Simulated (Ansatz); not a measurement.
Q: Name a neutral molecule of Br, N, Si and H with size of the dipole moment (ωB97M-V/def2-TZVPP) between 1.65 and 1.95 D and size of the dipole moment (PBE/def2-TZVPP) between 1.45 and 1.75 D (Ansatz, PBE0-D4/def2-TZVP geometry).

A: `[SiH3]N([SiH3])[Si]Br` (1.82 D, 1.66 D). Other molecules can fit too; these were computed, each in one conformer that needn't be the lowest.
